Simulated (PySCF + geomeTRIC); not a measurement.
Species: H₂Cl₂Si, SMILES `Cl[SiH2]Cl` (charge 0, multiplicity 1).

Task: Give a relaxed geometry from CAM-B3LYP-D3(BJ)/def2-TZVP (PySCF + geomeTRIC).

Result: the end point of this relaxation (outside a Z-matrix the atoms follow the SMILES, hydrogens last).
Z-matrix (Å, degrees):
```
Si
H 1 1.4672
H 1 1.4672 2 112.75
Cl 1 2.0412 2 108.50 3 120.20
Cl 1 2.0412 2 108.49 3 -120.22
```
